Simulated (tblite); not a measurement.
Compound: C6H8BNSi.
Atom-mapped SMILES: `[SiH3:1][C:2]#[C:3][BH:4][n:5]1[cH:6][cH:7][cH:8][cH:9]1` (hydrogens: H10, H11, H12 on Si1; H13 on B4; H14 on C6; H15 on C7; H16 on C8; H17 on C9)

Computed with GFN2-xTB (tblite), gas phase: L-BFGS steps from a force-field or distance-geometry start until the largest atomic force falls under 0.01 eV/Å.

Geometry at step 8:
```
atom  x, y, z in Å
Si1     4.0493   -0.4000    1.1050
C2      2.4492   -0.2647    0.1860
C3      1.3890   -0.1062   -0.3803
B4      0.0493   -0.2140   -1.0686
N5     -1.1817    0.1044   -0.3923
C6     -1.4818    1.1954    0.3932
C7     -2.7332    1.0554    0.9147
C8     -3.2179   -0.2006    0.4694
C9     -2.2759   -0.7330   -0.3492
H10     4.0112    0.5556    2.2190
H11     5.1675   -0.0616    0.2165
H12     4.2343   -1.7645    1.6089
H13    -0.0021   -0.6048   -2.1778
H14    -0.8122    2.0325    0.4522
H15    -3.2580    1.7586    1.5309
H16    -4.1497   -0.6476    0.7382
H17    -2.2444   -1.6929   -0.8264
```

Problem. What forces act on the atoms?

Solution. 
| atom | Fx (eV/Å) | Fy (eV/Å) | Fz (eV/Å) |
| --- | --- | --- | --- |
| Si1 | 0.165 | 0.068 | 0.076 |
| C2 | 0.298 | 0.067 | 0.165 |
| C3 | -0.428 | 0.031 | -0.158 |
| B4 | 0.000 | 0.176 | -0.092 |
| N5 | -0.039 | 0.075 | 0.138 |
| C6 | 0.054 | -0.087 | -0.027 |
| C7 | 0.134 | -0.093 | -0.123 |
| C8 | -0.092 | 0.119 | 0.075 |
| C9 | 0.265 | 0.022 | -0.037 |
| H10 | -0.038 | -0.032 | -0.022 |
| H11 | -0.083 | 0.000 | -0.048 |
| H12 | -0.105 | 0.010 | -0.038 |
| H13 | -0.025 | -0.235 | 0.125 |
| H14 | 0.083 | -0.097 | 0.054 |
| H15 | 0.029 | -0.008 | 0.014 |
| H16 | -0.180 | -0.053 | 0.001 |
| H17 | -0.037 | 0.038 | -0.103 |

The largest, 0.46 eV/Å, acts on C3; the rms over all components is 0.121 eV/Å. The forces sum to zero within rounding, as they must for an isolated molecule in no field.

Problem. Give the force on C3 in Eh/bohr and in nN.

Solution. 0.457 eV/Å ÷ 51.422 = 0.00889 Eh/bohr, and 0.457 eV/Å × 1.602 = 0.73 nN.

Problem. How far is this geometry from the end of the optimisation?

Solution. 0.340 eV above it, and 0.771 Å rms away after alignment. The bonds farthest from their final lengths, with half the difference of the two atoms' forces along the bond (positive lengthens):

| bond | now (Å) | final (Å) | force along bond (eV/Å) |
| --- | --- | --- | --- |
| B4–N5 | 1.440 | 1.418 | +0.06 |
| C6–C7 | 1.363 | 1.356 | -0.05 |
| C7–C8 | 1.418 | 1.425 | -0.09 |
| B4–H13 | 1.177 | 1.172 | -0.03 |
| C8–H16 | 1.068 | 1.073 | +0.07 |
| Si1–H11 | 1.468 | 1.465 | -0.06 |

The angle farthest from its final value is C2–C3–B4, 168.4° against 179.9°.

What follows is the cost of the whole relaxation. On one thread of an Arm Neoverse V2, on a shared host, this took 0.54 s.
